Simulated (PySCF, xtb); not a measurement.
CrO2Cl, SMILES [O]=[Cr+](=[O])[Cl], charge +1, multiplicity 1.

Harmonic wavenumbers (cm⁻¹) from GFN2-xTB (xtb) at its own minimum, in rising order: 231, 256, 313, 456, 914, 1011.

What does PBE-D3(BJ)/def2-SVP (PySCF) give at its own minimum? (An estimate is asked for; the answer gives what the named calculation found.)

246, 249, 414, 502, 1104, 1104. Paired by order, the mean absolute difference is 76 cm⁻¹ and the zero-point energies are 4.5 and 5.2 kcal/mol.
